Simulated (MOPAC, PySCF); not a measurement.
[Ta(=O)(Cl)3], neutral singlet in the gas phase. 

Z-matrix (Å, degrees):
```
Ta
O 1 1.7237
Cl 1 2.3062 2 106.69
Cl 1 2.3066 2 106.80 3 119.93
Cl 1 2.3066 2 106.68 3 -119.99
```
Charge 0, spin multiplicity 1.

All levels are single points at this geometry (TPSS-D3(BJ)/def2-SVP); Pople sets use spherical d functions. Orbital energies aren't observables, and empty levels follow the basis.

```csv
level,HOMO (eV),LUMO (eV),gap (eV),dipole (D),"vertical IE, Delta-SCF (eV)"
B3LYP-D3(BJ)/def2-TZVP in PySCF,-9.46,-3.14,6.32,1.74,–
TPSSh-D3(BJ)/def2-TZVP in PySCF,-8.97,-3.33,5.64,1.66,–
BP86/6-31G* (LANL2DZ on Ta) in PySCF,-8.54,-4.18,4.36,1.18,–
SVWN5/6-31G* (LANL2DZ on Ta) in PySCF,-8.58,-4.22,4.35,1.28,–
PM6 in MOPAC,-10.28,-0.81,9.47,0.30,–
PM7 in MOPAC,-10.91,-1.21,9.71,0.56,–
```
